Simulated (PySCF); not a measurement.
Exact mass, isotope pattern and composition

Species: `C#C[Si@@H](C)N=C`.

Calculated from isotope tables alone.

(1) Find the molar and monoisotopic masses of C4H7NSi.

(2) What cluster does the molecular ion M+• show when like nominal masses merge?

(3) What resolving power m/Δm just matches the spacing of the species with one 29Si and with one 13C?

(4) What share of all molecules is the monoisotopic species?

(5) Which singly substituted isotopologues are there?

(6) Which m/z would the protonated, sodiated and deprotonated molecule have?

## Answers

(1) For C4H7NSi, with standard atomic weights, 4 × 12.011 + 1 × 28.085 + 1 × 14.007 + 7 × 1.008 = 97.192 g/mol. From the most abundant isotopes (12C, 28Si, 14N, 1H), 4 × 12.000000 + 1 × 27.976927 + 1 × 14.003074 + 7 × 1.007825 = 97.0348 u.

(2) 
```
nominal mass  m/z (centroid)  relative intensity
          97         97.0342               100.0
          98         98.0354                 9.9
          99         99.0317                 3.7
         100        100.0342                 0.2
```

Lines under 0.1 % of the tallest are left out. One electron mass, 0.00055 u, is taken off.

(3) They lie 0.00379 u apart at mass 98.03, so m/Δm is about 26000.

(4) 0.9893^4 × 0.922297 × 0.99632 × 0.999885^7 = 87.95 %.

(5) Intensity in % of the monoisotopic species:

```tsv
isotope	mass shift (u)	m/z	intensity (%)
15N	+0.99703	98.0313	0.37
29Si	+0.99957	98.0338	5.08
13C	+1.00335	98.0376	4.33
2H	+1.00628	98.0405	0.08
30Si	+1.99684	99.0311	3.35
```

Species under 0.02 % are left out.

(6) [M+H]+ 98.0421, [M+Na]+ 120.0240, [M−H]− 96.0275, for the monoisotopic species (arithmetic only; whether such ions form is another matter).
